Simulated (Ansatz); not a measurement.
Geometry optimisation, Ansatz 0.2.0, RKS BHLYP/STO-3G.

The input (input.yaml):

```yaml
crystal:
  periodic: [false, false, false]
  atoms:
    - { symbol: Si, position_ang: [0.0, 0.0, 0.0] }
    - { symbol: H, position_ang: [0.0, 0.0, 1.46] }
    - { symbol: Si, position_ang: [2.0935, 0.0, -0.7393] }
    - { symbol: H, position_ang: [2.5508, -1.3762, -0.9079] }
    - { symbol: H, position_ang: [2.1573, 0.6939, -2.0222] }
    - { symbol: H, position_ang: [2.951, 0.6823, 0.2255] }
    - { symbol: Si, position_ang: [-1.0456, 1.8115, -0.7393] }
    - { symbol: H, position_ang: [-2.4302, 1.478, -1.0607] }
    - { symbol: H, position_ang: [-1.0215, 2.8436, 0.2931] }
    - { symbol: H, position_ang: [-0.3743, 2.3069, -1.9374] }
    - { symbol: "N", position_ang: [-0.8572, -1.4851, -0.6061] }
    - { symbol: C, position_ang: [-1.5991, -2.3398, 0.332] }
    - { symbol: H, position_ang: [-1.2218, -2.1735, 1.3626] }
    - { symbol: H, position_ang: [-2.6791, -2.0872, 0.2887] }
    - { symbol: H, position_ang: [-1.4574, -3.4051, 0.0541] }
    - { symbol: C, position_ang: [-0.8082, -1.8308, -2.034] }
    - { symbol: H, position_ang: [-1.6103, -1.2865, -2.5747] }
    - { symbol: H, position_ang: [0.1794, -1.5432, -2.4511] }
    - { symbol: H, position_ang: [-0.9565, -2.9241, -2.1559] }
basis:
  gaussian: { orbitals: STO-3G }
hamiltonian:
  xc: { name: BHLYP }
relax:
  f_tol: 0.02
  max_steps: 40
```

Command:

```bash
$ ansatz run input.yaml --threads 1 --pin off --max-ram 2048MiB --backend cpu --events-out ev --progress --plain --runs-dir out
```

Problem. Where does it end, and by what steps?

Solution. The forces met the threshold. The force dipped under the threshold on the way, but the program's further checks kept it going. Limits of this set-up: minimal basis. After 20 steps the energy has fallen by 0.517 eV; H8 moved furthest, 0.95 Å.

```tsv
step	energy less start (eV)	largest force component (eV/Å)	accepted
0	0.0000	1.852	yes
1	-0.3006	0.968	yes
2	-0.3932	0.181	yes
3	-0.4495	0.407	yes
4	-0.4678	0.549	yes
5	-0.4838	0.239	yes
6	-0.4982	0.048	yes
7	-0.4969	0.248	no
8	-0.4948	0.191	no
9	-0.5012	0.036	yes
10	-0.5041	0.078	yes
11	-0.5058	0.117	yes
12	-0.5077	0.102	yes
13	-0.5111	0.017	yes
14	-0.5132	0.105	yes
15	-0.5145	0.063	yes
16	-0.5154	0.040	yes
17	-0.5160	0.067	yes
18	-0.5163	0.031	yes
19	-0.5167	0.013	yes
20	-0.5168	0.016	yes
```

```xyz
19
Properties=species:S:1:pos:R:3
Si 0.132 -0.154 0.007
H 0.151 -0.258 1.439
Si 2.247 0.047 -0.743
H 3.045 -1.085 -0.381
H 2.290 0.182 -2.169
H 2.856 1.216 -0.183
Si -1.162 1.620 -0.535
H -2.520 1.440 -0.115
H -0.665 2.806 0.099
H -1.173 1.862 -1.948
N -0.524 -1.713 -0.543
C -1.775 -2.141 0.132
H -1.642 -2.092 1.218
H -2.655 -1.531 -0.130
H -2.003 -3.180 -0.136
C -0.662 -1.873 -2.012
H -1.445 -1.237 -2.459
H 0.287 -1.631 -2.503
H -0.910 -2.913 -2.251
```

Run time: 120 s on 1 thread of Arm Neoverse V1, on a shared host, peak memory 0.15 GiB.
